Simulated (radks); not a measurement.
Task: All-electron atom: Mg4+ in [He] 2s2 2p3.5 3s0.5 (fractional occupations, a model configuration). All-electron calculation, scalar-relativistic Kohn-Sham, r2SCAN, spin-polarised, spherical densities, finite nucleus; open shells are filled with parallel spins first; meta-GGA in the generalised Kohn-Sham scheme; Fermi nuclear charge, rms radius 3.057 fm. Program: a radial shooting solver on a logarithmic mesh with Libxc functionals. Some entries of the table are withheld. Estimate them.

orbital,occ.,eigenvalue (eV),<1/r> (bohr^-1)
1s up,1,(1),11.63
1s down,1,(2),11.66
2s up,1,-176.3134,2.318
2s down,1,-165.7436,2.251
2p up,3,-143.7937,2.212
2p down,0.5,-131.4459,2.153
3s up,0.5,-49.9182,0.7471

Result: 
(1) 1s up eigenvalue (eV): -1383.971
(2) 1s down eigenvalue (eV): -1378.699
